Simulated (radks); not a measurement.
Results of a calculation; reference values are marked as such.
Question: Ionisation ladder of lanthanum, from La to La21+. Each ion is in the ground configuration listed by NIST, and IE = E(next ion) - E(this ion). Code: a radial shooting solver on a logarithmic mesh with Libxc functionals. Model: scalar-relativistic Kohn-Sham, BLYP, spin-polarised, spherical densities, finite nucleus; open shells are filled with parallel spins first (spin-orbit coupling, left out, can overturn this in heavy ions); Fermi nuclear charge, rms radius 4.855 fm.

| species | configuration | IE, Delta-SCF (eV) | -e(HOMO) (eV) | HOMO | <r> HOMO (bohr) |
|---|---|---|---|---|---|
| La | [Xe] 5d1 6s2 | 5.760 | 3.067 | 5d up | 2.99 |
| La+ | [Xe] 5d2 | 11.034 | 7.420 | 5d up | 2.90 |
| La2+ | [Xe] 5d1 | 19.000 | 14.851 | 5d up | 2.60 |
| La3+ | [Xe] | 50.382 | 44.518 | 5p | 1.76 |
| La4+ | [Kr] 4d10 5s2 5p5 | 62.413 | 56.352 | 5p down | 1.71 |
| La5+ | [Kr] 4d10 5s2 5p4 | ? | 68.575 | 5p down | 1.67 |
| La6+ | [Kr] 4d10 5s2 5p3 | 90.890 | 84.199 | 5p up | 1.62 |
| La7+ | [Kr] 4d10 5s2 5p2 | 104.51 | 97.690 | 5p up | 1.59 |
| La8+ | [Kr] 4d10 5s2 5p1 | 118.30 | 111.43 | 5p up | 1.55 |
| La9+ | [Kr] 4d10 5s2 | 153.44 | 145.87 | 5s | 1.40 |
| La10+ | [Kr] 4d10 5s1 | 170.62 | 162.77 | 5s up | 1.37 |
| La11+ | [Kr] 4d10 | 276.98 | 263.05 | 4d | 0.746 |
| La12+ | [Kr] 4d9 | ? | 291.21 | 4d down | 0.734 |
| La13+ | [Kr] 4d8 | 334.55 | 320.01 | 4d down | 0.722 |
| La14+ | [Kr] 4d7 | ? | 349.41 | 4d down | 0.711 |
| La15+ | [Kr] 4d6 | 394.45 | 379.37 | 4d down | 0.701 |
| La16+ | [Kr] 4d5 | 433.68 | 417.89 | 4d up | 0.689 |
| La17+ | [Kr] 4d4 | 465.91 | 449.84 | 4d up | 0.679 |
| La18+ | [Kr] 4d3 | 498.67 | 482.35 | 4d up | 0.670 |
| La19+ | [Kr] 4d2 | 531.92 | 515.37 | 4d up | 0.661 |
| La20+ | [Kr] 4d1 | 565.59 | 548.85 | 4d up | 0.653 |
| La21+ | [Kr] | ? | 686.96 | 4p | 0.626 |

Estimate the withheld Delta-SCF values.

Answer: La5+: 74.817 eV (NIST 74); La12+: 305.46 eV (NIST 303); La14+: 364.23 eV (NIST 364); La21+: 704.13 eV (NIST 696).
